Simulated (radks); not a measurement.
Question: These are the eigenvalues of the occupied orbitals of an atom or ion with whole-number occupations (eV). Method: scalar-relativistic Kohn-Sham, PBE, spin-polarised, spherical densities, point nucleus; computed with a radial shooting solver on a logarithmic mesh with Libxc functionals.

1s: -10264.11
2s: -1295.753
2p: -1132.326
3s: -181.7653
3p: -132.4928
3d: -52.4848

Which element is it, and in what charge state? The configuration may be excited. Open shells, if any, are filled with parallel spins first.

Answer: Z = 31, gallium, charge +3: Ga3+ in [Ar] 3d10. The list shows which subshells hold electrons but not how many an open one holds; the 1s level, -377.2 hartree, gives Z - s = 27.5 by -(Z - s)^2/2, which with screening and relativity narrows Z to a few neighbours, and the depths of the outer levels then fix element, charge and occupations together.
